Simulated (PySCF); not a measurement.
# NaCd⁺: frontier orbitals

r²SCAN at R = 3.149 Å; PySCF, scalar-relativistic core potentials, basis sets Na def2-SVP, Cd def2-SVP with ECP28. State: ¹Σ⁺ (singlet), closed shell. Only the outer orbitals are listed, counted within each symmetry, core potentials removing the inner ones.

| orbital | occ. | ε (eV) | on Na (%) | main shells (%) |
| --- | --- | --- | --- | --- |
| 6σ | 2 | -16.84 | 0 | 100 Cd d |
| 3π | 2 | -16.80 | 0 | 100 Cd d |
| 3π | 2 | -16.80 | 0 | 100 Cd d |
| 1δ | 2 | -16.74 | 0 | 100 Cd d |
| 1δ | 2 | -16.74 | 0 | 100 Cd d |
| 7σ | 2 | -10.58 | 12 | 87 Cd s |
| 8σ | 0 | -6.21 | 57 | 56 Na s, 35 Cd p |
| 4π | 0 | -4.96 | 19 | 81 Cd p, 16 Na p |
| 4π | 0 | -4.96 | 19 | 81 Cd p, 16 Na p |

**Question.** Which are the highest filled and the lowest empty level, where do they sit, and how wide is the gap?

**Answer.** Highest filled 7σ at -10.58 eV (in %: 87 Cd s); lowest empty 8σ at -6.21 eV (in %: 56 Na s, 35 Cd p); the gap at r²SCAN is 4.37 eV.

- bond order (Mayer): 0.44
- ⟨S²⟩: 0.000
- charge on Na (Mulliken, basis-dependent): 0.75
- charge on Na (Löwdin, basis-dependent): 0.58
- dipole moment (positive dipole points towards Cd; it is taken about the centre of mass and depends on that origin): -9.27 D

Closed-shell solutions of metal pairs were not tested for spin polarisation, which can lower them a little.
